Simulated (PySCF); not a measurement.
Molecule: `InChI=1S/C7H8S/c1-8-7-5-3-2-4-6-7/h2-6H,1H3`.

Molfile (atoms numbered from 1):
```
C7H8S
     RDKit          3D

 16 16  0  0  0  0  0  0  0  0999 V2000
   -2.8534   -0.9031   -0.4786 C   0  0  0  0  0  0  0  0  0  0  0  0
   -2.0735    0.7023   -0.6901 S   0  0  0  0  0  0  0  0  0  0  0  0
   -0.4013    0.4111   -0.2162 C   0  0  0  0  0  0  0  0  0  0  0  0
    0.1025   -0.8250    0.2049 C   0  0  0  0  0  0  0  0  0  0  0  0
    1.4463   -0.9486    0.5596 C   0  0  0  0  0  0  0  0  0  0  0  0
    2.3026    0.1472    0.5010 C   0  0  0  0  0  0  0  0  0  0  0  0
    1.8005    1.3804    0.0806 C   0  0  0  0  0  0  0  0  0  0  0  0
    0.4640    1.5156   -0.2750 C   0  0  0  0  0  0  0  0  0  0  0  0
   -3.9047   -0.7621   -0.7639 H   0  0  0  0  0  0  0  0  0  0  0  0
   -2.4099   -1.6641   -1.1375 H   0  0  0  0  0  0  0  0  0  0  0  0
   -2.8154   -1.2422    0.5670 H   0  0  0  0  0  0  0  0  0  0  0  0
   -0.5442   -1.7011    0.2606 H   0  0  0  0  0  0  0  0  0  0  0  0
    1.8233   -1.9209    0.8863 H   0  0  0  0  0  0  0  0  0  0  0  0
    3.3532    0.0439    0.7800 H   0  0  0  0  0  0  0  0  0  0  0  0
    2.4587    2.2511    0.0286 H   0  0  0  0  0  0  0  0  0  0  0  0
    0.0789    2.4848   -0.6025 H   0  0  0  0  0  0  0  0  0  0  0  0
  1  2  1  0
  2  3  1  0
  3  4  2  0
  4  5  1  0
  5  6  2  0
  6  7  1  0
  7  8  2  0
  8  3  1  0
  1  9  1  0
  1 10  1  0
  1 11  1  0
  4 12  1  0
  5 13  1  0
  6 14  1  0
  7 15  1  0
  8 16  1  0
M  END
```

Geometry PBE0-D3(BJ)/def2-SVP throughout; GIAO in PySCF, gas phase, one conformer, non-relativistic; equivalent atoms averaged; functional PBE0.

For orientation, pcSseg-0 gives these shifts δ (against TMS, CS2 at the same level): C5/C7 138.7, C6 133.4, C4/C8 132.2, C1 17.7, S2 -43.4, H13/H15 7.21, H14 6.97, H12/H16 6.79, H9/H10/H11 2.08 ppm.

A run gave: C5/C7 134.2, C6 128.2, C4/C8 127.9, C1 16.8, S2 0.2, H13/H15 7.36, H14 7.11, H12/H16 7.04, H9/H10/H11 2.25 ppm (shifts δ (against TMS, CS2 at the same level)).

**Question.** Which basis set was used in that run?
A. def2-SVP
B. cc-pVDZ
C. pcSseg-1
D. def2-TZVP

**Answer.** C. H12/H16 tells them apart best: pcSseg-1 gives 7.04, def2-SVP gives 6.81, def2-TZVP gives 7.25, cc-pVDZ gives 6.87 ppm.
